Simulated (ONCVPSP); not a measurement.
**PBE ONCV dataset for W (Z = 74), scalar-relativistic all-electron reference.**

ONCVPSP 4.0.1 was run on this input:

```
# ATOM AND REFERENCE CONFIGURATION
# atsym  z   nc   nv     iexc    psfile
  W 74.00   11    3        4      upf
#
#   n    l    f
    1    0    2.00
    2    0    2.00
    2    1    6.00
    3    0    2.00
    3    1    6.00
    3    2   10.00
    4    0    2.00
    4    1    6.00
    4    2   10.00
    5    0    2.00
    5    1    6.00
    4    3   13.50
    5    2    4.50
    6    0    2.00
#
# PSEUDOPOTENTIAL AND OPTIMIZATION
# lmax
    3
#
#   l,   rc,      ep,       ncon, nbas, qcut
    0    2.60    0.00    4    8    2.00
    1    2.60    0.11    3    6    3.80
    2    2.30    0.00    3    6    7.00
    3    1.05    0.00    4    9   14.80
#
# LOCAL POTENTIAL
# lloc, lpopt,  rc(5),   dvloc0
    4    5    0.95   -1.00
#
# VANDERBILT-KLEINMAN-BYLANDER PROJECTORs
# l, nproj, debl
    0    2    3.20
    1    2    3.10
    2    2    1.10
    3    2    1.20
#
# MODEL CORE CHARGE
# icmod, fcfact, rcfact
    3    3.00    1.20
#
# LOG DERIVATIVE ANALYSIS
# epsh1, epsh2, depsh
   -3.00    5.00    0.02
#
# OUTPUT GRID
# rlmax, drl
    6.00    0.01
#
# TEST CONFIGURATIONS
# ncnf
    4
# nvcnf
#   n    l    f
    3
    4    3   14.00
    5    2    4.00
    6    0    2.00
#
    3
    4    3   14.00
    5    2    4.00
    6    0    1.00
#
    3
    4    3   14.00
    5    2    4.00
    6    0    0.00
#
    4
    4    3   14.00
    5    2    4.00
    6    0    1.00
    6    1    1.00
#
```

Command:

```bash
oncvpsp.x < W.dat > W.out
```

The program printed (shortened: citation, most of the input echo, consistency checks and plot data are left out):

```
ONCVPSP  (Optimized Norm-Conservinng Vanderbilt PSeudopotential)
scalar-relativistic version 4.0.1

#   n    l    f        energy (Ha)
    1    0    2.00    -2.5541884E+03
    2    0    2.00    -4.4099931E+02
    2    1    6.00    -3.8565329E+02
    3    0    2.00    -1.0173413E+02
    3    1    6.00    -8.5347231E+01
    3    2   10.00    -6.6511526E+01
    4    0    2.00    -2.1136677E+01
    4    1    6.00    -1.5756669E+01
    4    2   10.00    -8.9411609E+00
    5    0    2.00    -2.9793561E+00
    5    1    6.00    -1.6419208E+00
    4    3   13.50    -1.3828106E+00
    5    2    4.50    -1.8322362E-01
    6    0    2.00    -2.1214475E-01

Reference configufation results
  iterations    27
  all-electron total energy (Ha)   -1.61419486D+04

Begin loop to  construct optimized pseudo wave functions
and semi-local pseudopoentials for all angular momenta

   Wellstate for l =  0  n =  9
     eigenvalue =   2.9879
     asymptotic potential =   3.4879
     half-point radius =  4.8547

Calculating optimized projector #   1

 for l=   0

    Fraction of norm inside rc  0.348294
    Optimizing pswf for qcut=   2.00 a_B^-1,  ecut=   1.99 Ha
    Residual kinetic energy error=  9.28D-03 Ha

    Energy error per electron        Cutoff
         Ha          eV             Ha
         0.01000     0.27211        1.93
         0.00100     0.02721       11.24
         0.00010     0.00272       23.90
         0.00001     0.00027       27.66

Calculating optimized projector #   2

 for l=   0

    Fraction of norm inside rc  0.128997
    Optimizing pswf for qcut=   2.00 a_B^-1,  ecut=   1.99 Ha
    Residual kinetic energy error=  4.56D-01 Ha

    Energy error per electron        Cutoff
         Ha          eV             Ha
         0.01000     0.27211        9.88
         0.00100     0.02721       29.39
         0.00010     0.00272       34.48
         0.00001     0.00027       39.15

WARNING wellstate: moderately localized bound state found for n= 6 l=  1
WARNING scattering state with energy  0.05000000
WARNING will be used for the first projector

   Wellstate for l =  1  n =  6
     eigenvalue =   0.0500
     asymptotic potential =   0.5500
     half-point radius =  5.0019

   Wellstate for l =  1  n =  9
     eigenvalue =   3.1500
     asymptotic potential =   3.6500
     half-point radius =  5.0000

Calculating optimized projector #   1

 for l=   1

    Fraction of norm inside rc  0.219730
    Optimizing pswf for qcut=   3.80 a_B^-1,  ecut=   7.21 Ha
    Residual kinetic energy error=  6.48D-05 Ha

    Energy error per electron        Cutoff
         Ha          eV             Ha
         0.01000     0.27211        1.12
         0.00100     0.02721        2.72
         0.00010     0.00272        6.81
         0.00001     0.00027       21.80

Calculating optimized projector #   2

 for l=   1

    Fraction of norm inside rc  0.117954
    Optimizing pswf for qcut=   3.80 a_B^-1,  ecut=   7.21 Ha
    Residual kinetic energy error=  6.82D-03 Ha

    Energy error per electron        Cutoff
         Ha          eV             Ha
         0.01000     0.27211        6.01
         0.00100     0.02721       22.77
         0.00010     0.00272       43.31
         0.00001     0.00027       92.47

   Wellstate for l =  2  n =  7
     eigenvalue =   0.9168
     asymptotic potential =   1.4168
     half-point radius =  6.1702

Calculating optimized projector #   1

 for l=   2

    Fraction of norm inside rc  0.706855
    Optimizing pswf for qcut=   7.00 a_B^-1,  ecut=  24.52 Ha
    Residual kinetic energy error=  1.77D-08 Ha

    Energy error per electron        Cutoff
         Ha          eV             Ha
         0.01000     0.27211       10.84
         0.00100     0.02721       14.28
         0.00010     0.00272       17.24
         0.00001     0.00027       19.58

Calculating optimized projector #   2

 for l=   2

    Fraction of norm inside rc  0.094125
    Optimizing pswf for qcut=   7.00 a_B^-1,  ecut=  24.52 Ha
    Residual kinetic energy error=  1.99D-08 Ha

    Energy error per electron        Cutoff
         Ha          eV             Ha
         0.01000     0.27211        9.91
         0.00100     0.02721       13.62
         0.00010     0.00272       16.86
         0.00001     0.00027       19.43

WARNING wellstate: negative energy specified for n= 5 l=  3
WARNING scattering state with energy  0.25000000
WARNING will be used for the first projector

   Wellstate for l =  3  n =  5
     eigenvalue =   0.2500
     asymptotic potential =   0.7500
     half-point radius = 11.2484

Calculating optimized projector #   1

 for l=   3

    Fraction of norm inside rc  0.922407
    Optimizing pswf for qcut=  14.81 a_B^-1,  ecut= 109.74 Ha
    Residual kinetic energy error=  4.84D-04 Ha

    Energy error per electron        Cutoff
         Ha          eV             Ha
         0.01000     0.27211       94.68
         0.00100     0.02721      105.94
         0.00010     0.00272      271.29
         0.00001     0.00027      385.91

Calculating optimized projector #   2

 for l=   3

    Fraction of norm inside rc  0.000407
    Optimizing pswf for qcut=  14.81 a_B^-1,  ecut= 109.74 Ha
    Residual kinetic energy error=  1.05D-06 Ha

    Energy error per electron        Cutoff
         Ha          eV             Ha
         0.01000     0.27211       26.45
         0.00100     0.02721       63.07
         0.00010     0.00272       83.81
         0.00001     0.00027       98.55

Construct Vanderbilt / Kleinmman-Bylander projectors

B matrix Hermiticity error, ll=   0
   1   2    1.4878E-04

  Orthonormal projector coefficients  1.4957E+01  1.5416E+00

B matrix Hermiticity error, ll=   1
   1   2    1.4098E-04

  Orthonormal projector coefficients  6.8813E+00  6.6194E-01

B matrix Hermiticity error, ll=   2
   1   2   -8.0181E-05

  Orthonormal projector coefficients  9.7436E+00  1.0816E+00

B matrix Hermiticity error, ll=   3
   1   2    4.2733E-05

  Orthonormal projector coefficients -2.3598E+01 -8.8877E+00

Model core correction analysis
  based on d2Exc/dn_idn_j

d2excae - all-electron derivatives

   -2.571450D-02   -2.736393D-03   -8.667708D-04
   -2.736367D-03   -1.785474D-02   -1.229879D-02
   -8.667587D-04   -1.229710D-02   -2.386161D-02

d2excps - pseudofunction derivatives with no core correction

   -4.967980D-02   -4.775004D-03   -4.971341D-04
   -4.774816D-03   -2.658155D-02   -1.441344D-02
   -4.971221D-04   -1.441131D-02   -2.467801D-02

rms 2nd derivative error    8.619651E-03

rmatch, rhocmatch    1.6419    1.2108

Teter function model core charge with specified parameters

d2excps - pseudofunction derivatives with core correction

   -4.814589D-02   -4.182507D-03   -4.564947D-04
   -4.182426D-03   -2.328255D-02   -1.395290D-02
   -4.564783D-04   -1.395089D-02   -2.461701D-02

rms 2nd derivative error    7.768808E-03

Pseudoatom total energy -192.140359

Diagnostic tests using Vanderbilt-Kleinman-Bylander pseudopotentials
  1 or more projectors used as specified by nproj input data

   l    rcore       rmatch      e in        delta e   norm test  slope test

   0   2.6025365   2.6815552  -0.2121447  -0.0000006   1.0000095   1.0000431
   0   2.6025365   2.6815552   2.9878553   0.0000518   1.0001098   1.0001098

   1   2.6025365   2.6815552   0.0500000  -0.0000879   0.9999838   0.9999838
   1   2.6025365   2.6815552   3.1500000  -0.0005326   1.0005918   1.0005918

   2   2.3090706   2.3791790  -0.1832236  -0.0000012   1.0000595   1.0000628
   2   2.3090706   2.3791790   0.9167764   0.0000125   1.0002090   1.0002090

   3   1.0546339   1.0866549  -1.3828106  -0.0000149   1.0005225   1.0005492
   3   1.0546339   1.0866549   0.2500000   0.0000286   1.0007435   1.0007435

 Testing for bound ghosts
   n   l    E NL Schr. Eq   E Basis Diag.   E Cutoff

       0                      -10.484073     38.47  WARNING - GHOST(-)
   1   0       -0.212145       -0.210140     38.47

       1                       -6.760066     22.39  WARNING - GHOST(-)
   2   1       -0.049342       -0.029273     22.39

   3   2       -0.183225       -0.182335     34.56

   4   3       -1.382825       -1.382586    444.69

 Testing for highly-localized positive-energy ghosts
       l    <radius>/rc     E Basis Diag.   E Cutoff

       0        0.506779        1.665554     38.47  WARNING - GHOST(+)

Test configuration 0

   n   l     f        eae           eps        diff
   1   0  2.0000-2554.18839539
   2   0  2.0000 -440.99930536
   2   1  6.0000 -385.65329039
   3   0  2.0000 -101.73412745
   3   1  6.0000  -85.34723056
   3   2 10.0000  -66.51152611
   4   0  2.0000  -21.13667746
   4   1  6.0000  -15.75666911
   4   2 10.0000   -8.94116085
   5   0  2.0000   -2.97935610
   5   1  6.0000   -1.64192085
   4   3 13.5000   -1.38281059   -1.38282547   -1.49D-05
   5   2  4.5000   -0.18322362   -0.18322480   -1.18D-06
   6   0  2.0000   -0.21214475   -0.21214531   -5.64D-07

    Total energies and differences
      AE_ref= -1.61419486D+04  AE_tst= -1.61419486D+04  dif=  0.00D+00
      PS_ref= -1.92140359D+02  PS_tst= -1.92140359D+02  dif=  6.74D-11
      PSP excitation error= -6.74D-11

Test configuration 1

   n   l     f        eae           eps        diff
   1   0  2.0000-2554.01648257
   2   0  2.0000 -440.81249975
   2   1  6.0000 -385.46869021
   3   0  2.0000 -101.52222840
   3   1  6.0000  -85.13576036
   3   2 10.0000  -66.30236720
   4   0  2.0000  -20.94403960
   4   1  6.0000  -15.57010256
   4   2 10.0000   -8.76214472
   5   0  2.0000   -2.90589091
   5   1  6.0000   -1.58764932
   4   3 14.0000   -1.22032709   -1.20053640    1.98D-02
   5   2  4.0000   -0.16464925   -0.16009162    4.56D-03
   6   0  2.0000   -0.20995059   -0.21272754   -2.78D-03

    Total energies and differences
      AE_ref= -1.61419486D+04  AE_tst= -1.61425134D+04  dif= -5.65D-01
      PS_ref= -1.92140359D+02  PS_tst= -1.92700230D+02  dif= -5.60D-01
      PSP excitation error= -4.86D-03

Test configuration 2

   n   l     f        eae           eps        diff
   1   0  2.0000-2554.29339267
   2   0  2.0000 -441.08744223
   2   1  6.0000 -385.74369191
   3   0  2.0000 -101.79738334
   3   1  6.0000  -85.41091876
   3   2 10.0000  -66.57739252
   4   0  2.0000  -21.21929772
   4   1  6.0000  -15.84531711
   4   2 10.0000   -9.03722917
   5   0  2.0000   -3.18114191
   5   1  6.0000   -1.86379527
   4   3 14.0000   -1.49534176   -1.46834313    2.70D-02
   5   2  4.0000   -0.43098130   -0.42508508    5.90D-03
   6   0  1.0000   -0.44766545   -0.45019692   -2.53D-03

    Total energies and differences
      AE_ref= -1.61419486D+04  AE_tst= -1.61421869D+04  dif= -2.38D-01
      PS_ref= -1.92140359D+02  PS_tst= -1.92370890D+02  dif= -2.31D-01
      PSP excitation error= -7.74D-03

Test configuration 3

   n   l     f        eae           eps        diff
   1   0  2.0000-2554.61257383
   2   0  2.0000 -441.40399517
   2   1  6.0000 -386.06033646
   3   0  2.0000 -102.11383988
   3   1  6.0000  -85.72738216
   3   2 10.0000  -66.89373317
   4   0  2.0000  -21.53583630
   4   1  6.0000  -16.16181158
   4   2 10.0000   -9.35356450
   5   0  2.0000   -3.49679521
   5   1  6.0000   -2.17922323
   4   3 14.0000   -1.81143461   -1.77602589    3.54D-02
   5   2  4.0000   -0.73062511   -0.72217714    8.45D-03

    Total energies and differences
      AE_ref= -1.61419486D+04  AE_tst= -1.61416107D+04  dif=  3.38D-01
      PS_ref= -1.92140359D+02  PS_tst= -1.91792944D+02  dif=  3.47D-01
      PSP excitation error= -9.46D-03

Test configuration 4

   n   l     f        eae           eps        diff
   1   0  2.0000-2554.07601569
   2   0  2.0000 -440.87106178
   2   1  6.0000 -385.52723831
   3   0  2.0000 -101.58104604
   3   1  6.0000  -85.19457360
   3   2 10.0000  -66.36110867
   4   0  2.0000  -21.00298274
   4   1  6.0000  -15.62901517
   4   2 10.0000   -8.82097713
   5   0  2.0000   -2.96494721
   5   1  6.0000   -1.64686148
   4   3 14.0000   -1.27912843   -1.25735850    2.18D-02
   5   2  4.0000   -0.21676306   -0.21108896    5.67D-03
   6   0  1.0000   -0.24833294   -0.24998305   -1.65D-03
   6   1  1.0000   -0.07776850   -0.07930353   -1.54D-03

    Total energies and differences
      AE_ref= -1.61419486D+04  AE_tst= -1.61423482D+04  dif= -4.00D-01
      PS_ref= -1.92140359D+02  PS_tst= -1.92534616D+02  dif= -3.94D-01
      PSP excitation error= -5.28D-03
```

Note: ghosts flagged at negative energy: s at -285.3 eV, p at -184.0 eV; GHOST(+) flagged for s at 45.3 eV. A true bound ghost makes a file unfit for plane-wave use.

The run took about 13 s on one core of a shared server CPU.
